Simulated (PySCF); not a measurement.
# [Ce(SH)3]+: from a saddle point downhill

PySCF 2.14.0, RKS PBE0, Ce lcecp-2-SVP with ECP46, S def2-SVP, H def2-SVP; non-relativistic Hamiltonian with scalar-relativistic core potentials where named; density fitting; no spin-orbit coupling. Relaxed within the symmetry of its start, the geometry (C3v) is

```xyz
7

Ce    0.0000    0.0000   -0.4637
S     2.2751    0.0000    0.6151
H     2.0107    0.0000    1.9444
S    -1.1376    1.9703    0.6151
H    -1.0053    1.7413    1.9444
S    -1.1376   -1.9703    0.6151
H    -1.0053   -1.7413    1.9444
```

and its lowest harmonic modes are -353, 76, 76, 102, 128, 128 cm⁻¹ (negative: unstable). It was moved along the lowest mode and relaxed again, within the group C3 that the move left.

Question: Where does it end, and how much lower?

Answer: In C3, 0.404 eV lower, after 18 steps:
```xyz
7

Ce    0.0000    0.0000   -0.0246
S     2.2992    0.3914    0.9128
H     2.5375   -0.8093    1.5003
S    -1.4886    1.7955    0.9128
H    -0.5679    2.6022    1.5003
S    -0.8106   -2.1869    0.9128
H    -1.9696   -1.7929    1.5003
```

Question: How do the contacts change?

Answer: 
```tsv
contact	saddle (Å)	end (Å)
Ce1–S2 (SH)	2.518	2.514
Ce1–S4 (SH)	2.518	2.514
Ce1–S6 (SH)	2.518	2.514
```


Question: Is the end a minimum?

Answer: Yes; lowest modes 49, 90, 90, 216, 264, 264 cm⁻¹.

State: singlet in the valence, with the 4f electrons in the core potential.
